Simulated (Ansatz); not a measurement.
C2H8NSb (`CC[NH][SbH2]`), relaxed with RKS PBE-D4/def2-SVP in Ansatz 0.2.0 from a rough embedded geometry. The force threshold is 0.03 eV/Å; the program also tests the step.

The species carries charge 0 and has multiplicity 1. Sb: def2 effective core potential.

Start:

```xyz
12

C     1.251    0.376   -1.068
C     0.370   -0.075    0.016
N    -0.961    0.429   -0.204
Sb   -2.298   -0.148    1.392
H     1.292    1.541   -1.093
H     0.958    0.051   -2.084
H     2.301    0.063   -0.900
H     0.702    0.315    0.982
H     0.378   -1.202   -0.015
H    -1.375   -0.085   -1.077
H    -1.497   -1.767    1.482
H    -1.122    0.502    2.568
```

**Question.** How much energy does the relaxation release, and in how many steps? (An estimate is asked.)

**Answer.** Computed: 37.22 kJ/mol, in 7 steps.

**Question.** Which bonds change most? (Best estimate.)

**Answer.** The calculation gave: N3–Sb4 from 2.160 to 2.080 Å; N3–H10 from 1.094 to 1.030 Å; C1–C2 from 1.468 to 1.528 Å; C1–H5 from 1.165 to 1.109 Å.

**Question.** Give the relaxed structure. (Estimate.)

**Answer.** The calculation gave: 
```xyz
12

C     1.298    0.435   -1.137
C     0.429   -0.124   -0.011
N    -0.950    0.343   -0.132
Sb   -2.328   -0.184    1.333
H     1.256    1.543   -1.151
H     0.953    0.071   -2.128
H     2.355    0.122   -1.018
H     0.820    0.226    0.970
H     0.526   -1.242    0.011
H    -1.337    0.101   -1.055
H    -1.688   -1.775    1.724
H    -1.335    0.485    2.594
```
